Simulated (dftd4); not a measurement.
C$_{5}$H$_{10}$N (SMILES C[C]=NC(C)C), doublet, geometry from GFN2-xTB; D4 for revpbe (dftd4).

The dftd4 input:
```
$ dftd4 mol.xyz --func revpbe --charge 0 --json dftd4.json --noedisp --property

# file mol.xyz
16

C      2.67089895     0.27907464     0.54348527
C      1.20011371     0.30757621     0.50808579
N      0.46020252     0.11512148    -0.46442955
C     -0.97187376     0.12602007    -0.51874427
C     -1.63073963     0.60929537     0.77610045
C     -1.44830959    -1.28057386    -0.88859991
H      3.03395996     1.25146731     0.87480620
H      3.11667404     0.04213878    -0.42794132
H      2.99203528    -0.46241733     1.27431708
H     -1.23507377     0.81140010    -1.33672356
H     -1.37126974    -0.06074407     1.59246370
H     -1.27917685     1.60789351     1.02416517
H     -2.71130215     0.63108521     0.66140221
H     -2.52409204    -1.28378324    -1.04326209
H     -0.95969168    -1.61410926    -1.80060655
H     -1.20401858    -1.97713582    -0.08957777
```

Task: What does dftd4 print? Leave out banner, timings and long lists.

Result: 
```
                    ____  _____ _____     ____  _  _
      -------------|  _ \|  ___|_   _|---|  _ \| || |------------
     |             | | | | |_    | | ___ | | | | || |_           |
     |             | |_| |  _|   | ||___|| |_| |__   _|          |
     |             |____/|_|     |_|     |____/   |_|            |
     |             ===================================           |
     |            E. Caldeweyher, S. Ehlert & S. Grimme          |
     |          Mulliken Center for Theoretical Chemistry        |
     |                    University of Bonn                     |
      -----------------------------------------------------------

Rational (Becke-Johnson) damping: revpbe-D4-ATM
---------------------
  s6         1.0000
  s8         1.7468
  s9         1.0000
  a1         0.5363
  a2         3.0726
 alp        16.0000
--------------------

Atomic data, radii in Ångström:
------------------------------------------------------
   Z          R(cov)      r4/r2   hardness         EN
------------------------------------------------------
   6 C        1.0000     1.6431     0.4220     2.5500
   7 N        0.9467     1.4350     0.5044     3.0400
   1 H        0.4267     1.0622     0.4726     2.2000
------------------------------------------------------

Atomic reference systems (in atomic units):
----------------------------------------------------------------------------
   Z        #      CN     q+Z       C6(AA)   #      CN     q+Z       C6(AA)
----------------------------------------------------------------------------
   6 C      1  0.0000  6.0000      49.3833   2  0.9189  5.8288      52.1688
            3  1.9079  5.8579      35.6972   4  2.8312  5.7775      35.8445
            5  3.7487  5.7435      28.6317   6  2.9183  5.8956      32.2504
            7  0.8556  6.2103      25.6194
   7 N      1  0.0000  7.0000      25.3714   2  0.8583  6.6470      32.5496
            3  1.8399  6.6987      28.5877   4  2.5804  6.1757      42.3910
            5  0.9809  7.0000      18.1534
   1 H      1  0.0000  1.0000       7.6362   2  0.8942  1.0000       3.0374
----------------------------------------------------------------------------

Atomic properties (in atomic units):
----------------------------------------------------------------------------
     #    Z              CN          q      C6(AA)        C8(AA)   alpha(0)
----------------------------------------------------------------------------
     1    6 C        3.7550    -0.1923     27.2113      786.9971     7.5272
     2    6 C        1.9035     0.0117     31.3338      906.2291     9.0299
     3    7 N        1.8297    -0.3947     30.9640      683.0899     8.2762
     4    6 C        3.7953     0.0326     22.4304      648.7259     6.8262
     5    6 C        3.7533    -0.2223     27.9348      807.9232     7.6271
     6    6 C        3.7577    -0.2170     27.7988      803.9890     7.6073
     7    1 H        0.9246     0.0939      1.8419       22.2660     2.1224
     8    1 H        0.9239     0.1071      1.7216       20.8117     2.0519
     9    1 H        0.9246     0.0933      1.8470       22.3272     2.1253
    10    1 H        0.9233     0.1066      1.7263       20.8680     2.0547
    11    1 H        0.9248     0.1032      1.7558       21.2252     2.0722
    12    1 H        0.9248     0.1023      1.7645       21.3297     2.0773
    13    1 H        0.9249     0.0838      1.9407       23.4594     2.1785
    14    1 H        0.9249     0.0830      1.9479       23.5470     2.1826
    15    1 H        0.9249     0.1051      1.7392       21.0239     2.0623
    16    1 H        0.9248     0.1037      1.7516       21.1743     2.0697
----------------------------------------------------------------------------

Molecular properties (in atomic units):
----------------------------------------
 molecular C6                2028.9978
 molecular C8               45361.2026
----------------------------------------

Dispersion energy:      -3.8442832172080E-02 Eh

[Info] JSON dump of results written to 'dftd4.json'
```
